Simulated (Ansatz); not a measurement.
**Worked example: the step energy**

An elementary step of BSiH4OF3, singlet (BF₃ ([F][B]([F])[F]) + SiH₄O ([OH][SiH3]) → BSiH₃OF₂ ([F][B]([F])[O][SiH3]) + HF; B–F, H–O broken or loosened, B–O, F–H formed or tightened). “Start” and “end” are the PBE0-D4/def2-TZVP structures reached by relaxing down either side of its saddle point, with the molecules still in contact.

Ansatz 0.2.0; basis: def2-TZVPP and def2-QZVPP; cores frozen in the correlated methods.

Energies in eV:

| quantity | end | start |
| --- | --- | --- |
| Hartree–Fock, triple zeta (X = 3) | -18763.70352 | -18763.84604 |
| Hartree–Fock, quadruple zeta (X = 4) | -18764.46522 | -18764.58774 |
| MP2 correlation, X = 3 | -33.09387 | -33.17349 |
| MP2 correlation, X = 4 | -36.07904 | -36.14615 |
| CCSD(T) correlation, X = 3 | -34.77783 | -34.88133 |

Task: Work out the step energy at the basis limit: extrapolate Hartree–Fock as E(X) = E∞ + A exp(−7.88 √X) and the MP2 correlation as E(X) = E∞ + B X^−2.97 (the exponents that Neese and Valeev fitted for def2-TZVPP and QZVPP), then add CCSD(T) − MP2 in triple zeta.

Result: Each step is linear, so take the differences first (end − start): Hartree–Fock 0.14252 (X = 3) and 0.12252 (X = 4); MP2 correlation 0.07962 and 0.06711; CCSD(T) correlation 0.10350.
Two points give E∞ = E(4) + w [E(4) − E(3)], with w = 1/(exp(7.88 (2 − √3)) − 1) = 0.1377 for Hartree–Fock and w = 1/((4/3)^2.97 − 1) = 0.7407 for the correlation.
Hartree–Fock: 0.12252 + 0.1377 × (-0.02000) = 0.1198 eV.
MP2 correlation: 0.06711 + 0.7407 × (-0.01251) = 0.0578 eV.
CCSD(T) − MP2: 0.10350 − 0.07962 = 0.0239 eV.
Sum: 0.1198 + 0.0578 + 0.0239 = 0.2015 eV, or 4.65 kcal/mol. Plain CCSD(T) in triple zeta gives 0.2460 eV, so the larger basis shifts the result by -0.0445 eV.

The T1 diagnostic stays at or below 0.012.

The step is the kind of ligand exchange by which a precursor binds to a hydroxyl group, or is hydrolysed, in atomic layer deposition of oxides.

Labels in which every atom is bracketed show which atoms are joined, not bond orders.

For scale, one of the runs: CCSD(T)/def2-TZVPP, 253 basis functions, launched by `ansatz run in.yaml --threads 8 --pin off --events-out ev --progress --plain --max-ram 19148MiB`. Hardware: 8 CPU threads of an AMD EPYC 9R45, shared host. Wall time 39 s; peak host memory 6.1 GiB.
